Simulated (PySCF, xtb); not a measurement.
Pt(Cl)(CO)2 (C₂ClO₂Pt), SMILES [C-](->[Pt]([Cl])<-[C-]#[O+])#[O+] (connectivity only; charge and spin as stated), neutral, multiplicity 2.

Harmonic wavenumbers (cm⁻¹) from GFN2-xTB (xtb) at its own minimum, in rising order: 43, 73, 79, 170, 242, 314, 372, 384, 471, 498, 2002, 2118.

Question: What does PBE-D3(BJ)/def2-SVP in PySCF give at its own minimum? (Estimate from the structure and the level; the computed values follow.)

Answer: 45, 67, 72, 208, 231, 345, 401, 410, 460, 542, 2047, 2082. Paired by order, the mean absolute difference is 24 cm⁻¹ and the zero-point energies are 9.7 and 9.9 kcal/mol.
